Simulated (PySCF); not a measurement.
Cards and structures have been mixed up. Pair them.

Structures:
1. `C=CC#C[SiH2]OC`
2. `C[C@@H]1CC[C@H](C#N)S1`
3. `C[C@@H]1[C@H](C)CC[C@@H]1F`
4. `Sc1cccs1`

Card P (geometry PBE0-D3(BJ)/def2-SVP):
- Rotational constants A, B, C: 2.625, 1.321, 1.241 GHz
- Static isotropic polarisability (wB97X-D/def2-SVPD): 91.2 au
- Point group: C1
- Strongest line among the 6 lowest singlet transitions (TDDFT wB97X-D/def2-SVPD): S3 at 6.40 eV (194 nm, f = 0.021)
- Dipole moment (wB97X-D/def2-SVPD): 4.58 D
- HOMO energy (wB97X-D/def2-SVPD): -8.78 eV

Card Q (geometry PBE0-D3(BJ)/def2-SVP):
* Rotational constants A, B, C: 2.341, 2.140, 1.632 GHz
* Static isotropic polarisability (wB97X-D/def2-SVPD): 81.1 au
* Core binding energies (ΔSCF SCAN, pcX-2 on the ionised atom, pcseg-1 elsewhere, spin-free X2C): C1s 290.3, C1s 290.4, C1s 290.4, C1s 290.4, C1s 290.5, C1s 290.5, C1s 292.5, F1s 691.8 eV
* HOMO energy (wB97X-D/def2-SVPD): -10.41 eV
* Isotropic shieldings of nuclei other than C and H, by class (GIAO HF/pcSseg-1): 407 (1 F) ppm

Card R (geometry PBE0-D3(BJ)/def2-SVP):
- Rotational constants A, B, C: 5.699, 0.820, 0.735 GHz
- Static isotropic polarisability (wB97X-D/def2-SVPD): 95.9 au
- Strongest line among the 10 lowest singlet transitions (TDDFT wB97X-D/def2-SVPD): S5 at 7.04 eV (176 nm, f = 0.710)
- Isotropic shieldings of nuclei other than C and H, by class (GIAO PBE0/pcSseg-1): 331 (1 O), 397 (1 Si) ppm
- 13C chemical shifts (computed TMS as zero) by class (GIAO PBE0/pcSseg-1): 139.8 (1 C), 124.7 (1 C), 113.4 (1 C), 98.1 (1 C), 52.9 (1 C) ppm
- Dipole moment (wB97X-D/def2-SVPD): 1.95 D

Card S (geometry PBE0-D3(BJ)/def2-SVP):
* Rotational constants A, B, C: 5.319, 1.851, 1.386 GHz
* Static isotropic polarisability (wB97X-D/def2-SVPD): 83.8 au
* Strongest line among the 10 lowest singlet transitions (TDDFT wB97X-D/def2-SVPD): S3 at 5.77 eV (215 nm, f = 0.112)
* Lowest singlet excitation (TDDFT wB97X-D/def2-SVPD): 5.23 eV (237 nm, f = 0.073)
* Dipole moment (wB97X-D/def2-SVPD): 1.59 D
* Isotropic shieldings of nuclei other than C and H, by class (GIAO PBE0/pcSseg-1): 233 (1 S), 585 (1 S) ppm

Species are written as SMILES; each is one conformer at its optimised geometry, gas phase, non-relativistic unless stated. Electronic properties by PySCF. NMR classes are plain means over equivalent atoms (diastereotopic ones count apart unless rotation or inversion swaps them), as if these changed places fast.

Task: Which card belongs to which structure?

Result: P = 2, Q = 3, R = 1, S = 4. What ties each card to its structure:
- 1 (card R), C5H8OSi, monoisotopic mass 112.0 u, 7 heavy atoms: 5 C in 5 classes; the least shielded carbon (139.8 ppm) is a terminal =CH2 carbon; an asymmetric top with C = 0.735 GHz, the lowest such constant on the cards; polarisability 95.9 au for 60 electrons, the largest shown; dipole 1.95 D.
- 2 (card P), C6H9NS, monoisotopic mass 127.0 u, 8 heavy atoms: an asymmetric top with C = 1.241 GHz; polarisability 91.2 au for 68 electrons; dipole 4.58 D.
- 3 (card Q), C7H13F, monoisotopic mass 116.1 u, 8 heavy atoms: core lines of C and F; an asymmetric top with C = 1.632 GHz, the highest such constant on the cards; polarisability 81.1 au for 64 electrons, the smallest shown.
- 4 (card S), C4H4S2, monoisotopic mass 116.0 u, 6 heavy atoms: an asymmetric top with C = 1.386 GHz; polarisability 83.8 au for 60 electrons; dipole 1.59 D.
